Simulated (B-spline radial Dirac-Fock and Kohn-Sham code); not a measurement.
# Auger parameter of germanium: the K level and its strongest K-LL line

Model: multi-electron Dirac-Fock with separately optimised hole states, Breit and Lamb-shift corrections added in first order. Program: a B-spline atomic structure program. The modified Auger parameter α′ is the binding energy plus the kinetic energy of the Auger electron; it does not depend on the energy zero. For free ions it tends to fall with charge, since less charge screens the final holes.

| species | configuration | binding 1s (eV) | Auger line | kinetic (eV) | α′ (eV) |
| --- | --- | --- | --- | --- | --- |
| Ge | [Ar] 3d10 4s2 4p2 | 11111.9 | L2L3 J=2 | 8547.2 | 19659.1 |
| Ge⁺ | [Ar] 3d10 4s2 4p1 | 11122.4 | L2L3 J=2 | 8534.8 | 19657.1 |
| Ge⁺ | [Ar] 3d10 4s1 4p2 | 11124.0 | L2L3 J=2 | 8533.2 | 19657.2 |
| Ge⁺ (Watson 2 Å) | [Ar] 3d10 4s2 4p1 | 11115.3 | L2L3 J=2 | 8542.0 | 19657.3 |
| Ge²⁺ | [Ar] 3d10 4s2 | 11134.6 | L2L3 J=2 | 8521.0 | 19655.6 |
| Ge²⁺ (Watson 2.4 Å) | [Ar] 3d10 4s2 | 11122.6 | L2L3 J=2 | 8533.0 | 19655.6 |
| Ge²⁺ (Watson 2.7 Å) | [Ar] 3d10 4s2 | 11123.9 | L2L3 J=2 | 8531.7 | 19655.6 |
| Ge³⁺ | [Ar] 3d10 4s1 | 11149.7 | L2L3 J=2 | 8504.7 | 19654.4 |
| Ge³⁺ (Watson 2.4 Å) | [Ar] 3d10 4s1 | 11131.7 | L2L3 J=2 | 8522.7 | 19654.4 |
| Ge³⁺ (Watson 3 Å) | [Ar] 3d10 4s1 | 11135.3 | L2L3 J=2 | 8519.1 | 19654.4 |
| Ge⁴⁺ | [Ar] 3d10 | 11166.2 | L2L3 J=2 | 8487.5 | 19653.7 |
| Ge⁵⁺ | [Ar] 3d9 | 11197.6 | L2L3 J=2 | 8451.3 | 19648.8 |
| Ge⁶⁺ | [Ar] 3d8 | 11231.7 | L2L3 J=2 | 8412.4 | 19644.2 |
| Ge⁷⁺ | [Ar] 3d7 | 11268.6 | L2L3 J=2 | 8371.0 | 19639.7 |

Values without a named source are computed, but for edge energies of neutral atoms, which are taken from tables.
